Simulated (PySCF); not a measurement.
UHF on Hf (hafnium, neutral)

Configuration: [Xe] 4f14 5d2 6s2, high-spin 3F determinant. Calculation: PySCF 2.14, in aug-cc-pwCVDZ-PP with ECP60MDF (6s6p5d3f, 70 functions); scalar relativity through the core potential.

| Property | Result |
| --- | --- |
| Total energy | -47.945186 hartree |
| One-electron energy | -79.5636 hartree |
| Hartree (Coulomb) energy | 36.9791 hartree |
| Exchange energy | -5.3608 hartree |
| ⟨S²⟩ | 2.0159 |
| ⟨L²⟩ | 12.036 |
| Sum of ⟨r⟩ | 22.79 bohr |
| Sum of ⟨r²⟩ | 61.06 bohr² |

```csv
shell,electrons,mean orbital energy (hartree),"rms radius, mean of both spins (bohr)"
5s α,1,-2.94001,1.23
5s β,1,-2.88544,1.23
5p α,3,-1.62627,1.46
5p β,3,-1.53602,1.46
5d α,2,-0.27022,2.57
6s α,1,-0.25992,4.01
6s β,1,-0.21415,4.01
```

Energies and moments cover only the electrons outside the core potential. Spin-orbit coupling, absent here, splits the open shell strongly.
